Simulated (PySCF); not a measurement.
CH5FO2Si2, SMILES [SiH2]1OC[Si@@]1(F)O.

Geometry: TPSSh-D3(BJ)/def2-SVP. The structure was generated by enumeration; whether it is a known compound was not checked. The values are those of a single conformer.

The numbers are results of TPSSh-D3(BJ)/def2-SVP (PySCF 2.14.0), not measurements.

Frequencies are harmonic and unscaled.

Computed harmonic wavenumbers and intensities:
```json
[
 {"mode": "1", "ν (cm⁻¹)": "61", "IR (km/mol)": "3.5", "Raman (Å⁴/amu)": "0.4", "depolarisation": "0.75", "moving atoms (share of kinetic energy)": "O 58 %, H 15 %, F 12 %, Si 8 %"},
 {"mode": "2", "ν (cm⁻¹)": "136", "IR (km/mol)": "3.1", "Raman (Å⁴/amu)": "1.7", "depolarisation": "0.73", "moving atoms (share of kinetic energy)": "O 29 %, F 24 %, H 23 %, Si 22 %"},
 {"mode": "3", "ν (cm⁻¹)": "191", "IR (km/mol)": "26.9", "Raman (Å⁴/amu)": "1.6", "depolarisation": "0.67", "moving atoms (share of kinetic energy)": "H 45 %, F 28 %, Si 12 %, C 10 %"},
 {"mode": "4", "ν (cm⁻¹)": "213", "IR (km/mol)": "23.7", "Raman (Å⁴/amu)": "2.1", "depolarisation": "0.66", "moving atoms (share of kinetic energy)": "H 52 %, O 14 %, F 13 %, C 12 %, Si 9 %"},
 {"mode": "5", "ν (cm⁻¹)": "258", "IR (km/mol)": "40.9", "Raman (Å⁴/amu)": "5.3", "depolarisation": "0.43", "moving atoms (share of kinetic energy)": "Si 41 %, O 21 %, F 14 %, H 13 %, C 10 %"},
 {"mode": "6", "ν (cm⁻¹)": "295", "IR (km/mol)": "63.9", "Raman (Å⁴/amu)": "0.7", "depolarisation": "0.42", "moving atoms (share of kinetic energy)": "O 40 %, H 29 %, F 19 %"},
 {"mode": "7", "ν (cm⁻¹)": "426", "IR (km/mol)": "35.8", "Raman (Å⁴/amu)": "3.3", "depolarisation": "0.67", "moving atoms (share of kinetic energy)": "Si 37 %, O 36 %, C 13 %, F 9 %"},
 {"mode": "8", "ν (cm⁻¹)": "462", "IR (km/mol)": "19.7", "Raman (Å⁴/amu)": "18.2", "depolarisation": "0.14", "moving atoms (share of kinetic energy)": "Si 65 %, O 15 %, F 11 %, H 9 %"},
 {"mode": "9", "ν (cm⁻¹)": "473", "IR (km/mol)": "11.0", "Raman (Å⁴/amu)": "9.1", "depolarisation": "0.74", "moving atoms (share of kinetic energy)": "H 82 %, Si 13 %"},
 {"mode": "10", "ν (cm⁻¹)": "667", "IR (km/mol)": "20.2", "Raman (Å⁴/amu)": "11.5", "depolarisation": "0.75", "moving atoms (share of kinetic energy)": "H 88 %"},
 {"mode": "11", "ν (cm⁻¹)": "683", "IR (km/mol)": "45.6", "Raman (Å⁴/amu)": "7.4", "depolarisation": "0.33", "moving atoms (share of kinetic energy)": "C 47 %, H 28 %, Si 16 %"},
 {"mode": "12", "ν (cm⁻¹)": "735", "IR (km/mol)": "85.9", "Raman (Å⁴/amu)": "2.9", "depolarisation": "0.59", "moving atoms (share of kinetic energy)": "H 63 %, C 19 %, O 15 %"},
 {"mode": "13", "ν (cm⁻¹)": "743", "IR (km/mol)": "35.5", "Raman (Å⁴/amu)": "8.6", "depolarisation": "0.34", "moving atoms (share of kinetic energy)": "H 37 %, O 30 %, Si 14 %, C 13 %"},
 {"mode": "14", "ν (cm⁻¹)": "764", "IR (km/mol)": "175.4", "Raman (Å⁴/amu)": "6.0", "depolarisation": "0.48", "moving atoms (share of kinetic energy)": "H 57 %, O 23 %, Si 11 %"},
 {"mode": "15", "ν (cm⁻¹)": "836", "IR (km/mol)": "128.6", "Raman (Å⁴/amu)": "11.0", "depolarisation": "0.18", "moving atoms (share of kinetic energy)": "H 54 %, Si 26 %, O 15 %"},
 {"mode": "16", "ν (cm⁻¹)": "893", "IR (km/mol)": "158.5", "Raman (Å⁴/amu)": "4.9", "depolarisation": "0.51", "moving atoms (share of kinetic energy)": "Si 42 %, F 31 %, H 16 %"},
 {"mode": "17", "ν (cm⁻¹)": "938", "IR (km/mol)": "109.9", "Raman (Å⁴/amu)": "2.5", "depolarisation": "0.70", "moving atoms (share of kinetic energy)": "Si 45 %, O 34 %, H 10 %, F 9 %"},
 {"mode": "18", "ν (cm⁻¹)": "987", "IR (km/mol)": "189.3", "Raman (Å⁴/amu)": "11.2", "depolarisation": "0.75", "moving atoms (share of kinetic energy)": "H 81 %, Si 8 %"},
 {"mode": "19", "ν (cm⁻¹)": "1008", "IR (km/mol)": "53.4", "Raman (Å⁴/amu)": "3.3", "depolarisation": "0.75", "moving atoms (share of kinetic energy)": "O 44 %, C 37 %, H 19 %"},
 {"mode": "20", "ν (cm⁻¹)": "1188", "IR (km/mol)": "1.2", "Raman (Å⁴/amu)": "5.7", "depolarisation": "0.75", "moving atoms (share of kinetic energy)": "H 91 %"},
 {"mode": "21", "ν (cm⁻¹)": "1260", "IR (km/mol)": "4.2", "Raman (Å⁴/amu)": "2.8", "depolarisation": "0.55", "moving atoms (share of kinetic energy)": "H 74 %, C 20 %"},
 {"mode": "22", "ν (cm⁻¹)": "1466", "IR (km/mol)": "2.1", "Raman (Å⁴/amu)": "16.3", "depolarisation": "0.68", "moving atoms (share of kinetic energy)": "H 93 %"},
 {"mode": "23", "ν (cm⁻¹)": "2244", "IR (km/mol)": "131.6", "Raman (Å⁴/amu)": "237.5", "depolarisation": "0.11", "moving atoms (share of kinetic energy)": "H 98 %"},
 {"mode": "24", "ν (cm⁻¹)": "2246", "IR (km/mol)": "144.1", "Raman (Å⁴/amu)": "133.0", "depolarisation": "0.69", "moving atoms (share of kinetic energy)": "H 96 %"},
 {"mode": "25", "ν (cm⁻¹)": "3035", "IR (km/mol)": "32.6", "Raman (Å⁴/amu)": "165.0", "depolarisation": "0.12", "moving atoms (share of kinetic energy)": "H 95 %"},
 {"mode": "26", "ν (cm⁻¹)": "3092", "IR (km/mol)": "15.9", "Raman (Å⁴/amu)": "115.0", "depolarisation": "0.75", "moving atoms (share of kinetic energy)": "H 90 %, C 10 %"},
 {"mode": "27", "ν (cm⁻¹)": "3832", "IR (km/mol)": "113.7", "Raman (Å⁴/amu)": "147.0", "depolarisation": "0.28", "moving atoms (share of kinetic energy)": "H 94 %"}
]
```
